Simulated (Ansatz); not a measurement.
Ansatz (a first-principles code) input:
A basis named .json is the Basis Set Exchange file of that set.

Ansatz 0.2 input:
```yaml
crystal:
  periodic: [false, false, false]
  atoms:
    - {symbol: B, position_ang: [-0.96009521, 0.13120463, -0.01370137]}
    - {symbol: N, position_ang: [0.63504834, -0.13477306, -0.03981207]}
    - {symbol: H, position_ang: [-1.21385758, 1.20242986, -0.47732170]}
    - {symbol: H, position_ang: [-1.43957867, -0.29568526, 0.99363338]}
    - {symbol: H, position_ang: [0.83054334, -1.10846828, 0.17477974]}
    - {symbol: H, position_ang: [1.17231349, 0.43494880, 0.62287371]}
    - {symbol: H, position_ang: [1.00571709, 0.05416318, -0.96677382]}
basis:
  gaussian:
    orbitals: cc-pwCVTZ.json
magnetization: {spin_polarized: true, initial_magnetization: 1}
correlation: {method: ccsd_t, frozen_orbitals: {B: 0, H: 0, N: 0}}
```

Q: Predict the final energy.

A: -82.49455 Eh (CCSD(T,full)/cc-pwCVTZ).

It need not be the lowest isomer of its formula.
